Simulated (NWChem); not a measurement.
System: CH6AuN; SMILES [CH3][Au]<-[NH3]

Output (shortened):

```
             Northwest Computational Chemistry Package (NWChem) 7.3.0
             --------------------------------------------------------

                             Geometry "geometry" -> ""
                             -------------------------

 Output coordinates in angstroms (scale by  1.889725989 to convert to a.u.)

  No.       Tag          Charge          X              Y              Z
 ---- ---------------- ---------- -------------- -------------- --------------
    1 Au                  79.0000     0.00000000     0.00000000     0.04237300
    2 C                    6.0000     0.00000000     0.00000000     2.06324800
    3 H                    1.0000    -1.03076800     0.01292400     2.45457100
    4 H                    1.0000     0.52657700     0.88620900     2.45457100
    5 H                    1.0000     0.50419200    -0.89913400     2.45457100
    6 N                    7.0000     0.00000000     0.00000000    -2.14639500
    7 H                    1.0000     0.68105300     0.66051800    -2.52140100
    8 H                    1.0000    -0.91255200     0.25955000    -2.52140100
    9 H                    1.0000     0.23149900    -0.92006800    -2.52140100

 Effective nuclear repulsion energy (a.u.)     383.4850806689

                                 NWChem DFT Module
                                 -----------------

 Summary of "ao basis" -> "ao basis" (spherical)
 ------------------------------------------------------------------------------
       Tag                 Description            Shells   Functions and Types
 ---------------- ------------------------------  ------  ---------------------
 Au                         def2-svp                12       32   6s3p2d1f
 C                          def2-svp                 6       14   3s2p1d
 H                          def2-svp                 3        5   2s1p
 N                          def2-svp                 6       14   3s2p1d

[...]

                                NWChem TDDFT Module
                                -------------------

            General Information
            -------------------
           No. of orbitals :     180
            Alpha orbitals :      90
             Beta orbitals :      90
        Alpha frozen cores :       0
         Beta frozen cores :       0
     Alpha frozen virtuals :       0
      Beta frozen virtuals :       0
         Spin multiplicity :       1
    Number of AO functions :      90
        Use of symmetry is : off
      Symmetry adaption is : off
         Schwarz screening :  0.10D-07

              XC Information
              --------------
                  B3LYP Method XC Potential
              Hartree-Fock (Exact) Exchange   0.20
                 Slater Exchange Functional   0.80 local
             Becke 1988 Exchange Functional   0.72 non-local
       Lee-Yang-Parr Correlation Functional   0.81
           VWN I RPA Correlation Functional   0.19 local

             TDDFT Information
             -----------------
          Calculation type : TDDFT
         Wavefunction type : Restricted singlets
          No. of electrons :      38
           Alpha electrons :      19
            Beta electrons :      19
              No. of roots :       8
          Max subspacesize :    5600
            Max iterations :     100
               Target root :       1
           Target symmetry : none
      Symmetry restriction : off
                 Algorithm : Optimal
        Davidson threshold :  0.10D-03

    8 smallest eigenvalue differences (eV)
--------------------------------------------------------
  No. Spin  Occ  Vir  Irrep   E(Occ)    E(Vir)   E(Diff)
--------------------------------------------------------
    1    1   19   20 a        -0.220    -0.004     5.897
    2    1   19   21 a        -0.220     0.027     6.740
    3    1   19   22 a        -0.220     0.027     6.740
    4    1   18   20 a        -0.265    -0.004     7.116
    5    1   17   20 a        -0.265    -0.004     7.116
    6    1   16   20 a        -0.268    -0.004     7.190
    7    1   15   20 a        -0.268    -0.004     7.190
    8    1   14   20 a        -0.291    -0.004     7.816
--------------------------------------------------------

  Entering Davidson iterations
  Restricted singlet excited states

  Iter   NTrls   NConv    DeltaV     DeltaE      Time
  ----  ------  ------  ---------  ---------  ---------
    1      8       0     0.26E+00   0.10+100        8.1
    2     24       0     0.51E-01   0.16E-01       12.8
    3     40       0     0.38E-01   0.25E-02       12.9
    4     56       0     0.19E-01   0.25E-02       13.0
    5     72       0     0.95E-02   0.28E-03       13.1
    6     88       2     0.27E-01   0.25E-02       12.9
    7    100       7     0.30E-02   0.62E-03       10.5
    8    102       7     0.83E-03   0.74E-05        4.6
    9    104       7     0.77E-03   0.42E-06        4.6
   10    106       7     0.86E-02   0.14E-02        4.7
   11    108       7     0.43E-02   0.71E-04        4.6
   12    110       7     0.61E-02   0.13E-03        4.6
   13    112       7     0.39E-02   0.63E-04        4.6
   14    114       7     0.30E-02   0.59E-04        4.6
   15    116       7     0.59E-03   0.74E-05        4.6
   16    118       7     0.18E-03   0.18E-06        4.6
   17    120       8     0.70E-04   0.16E-07        4.6
  ----  ------  ------  ---------  ---------  ---------
  Convergence criterion met

  Ground state a        -232.210862172700 a.u.

[...]
```

Level: B3LYP/def2-SVP with def2 effective core potentials on Au, full TDDFT. Coordinates come from a PBE0/def2-SVP optimisation. def2 effective core potentials on Au; no spin-orbit coupling.

Q: Reconstruct the input file.

A: Several could match; the one computed here: the input that was run:
```
start job
memory heap 200 mb stack 900 mb global 1100 mb
geometry units angstroms noautosym nocenter noautoz
  Au     0.000000     0.000000     0.042373
  C      0.000000     0.000000     2.063248
  H     -1.030768     0.012924     2.454571
  H      0.526577     0.886209     2.454571
  H      0.504192    -0.899134     2.454571
  N      0.000000     0.000000    -2.146395
  H      0.681053     0.660518    -2.521401
  H     -0.912552     0.259550    -2.521401
  H      0.231499    -0.920068    -2.521401
end
basis spherical
  Au library def2-svp
  C library def2-svp
  H library def2-svp
  N library def2-svp
end
ecp
  Au library def2-ecp
end
dft
  xc b3lyp
  iterations 150
end
tddft
  nroots 8
  notriplet
end
task tddft energy
```
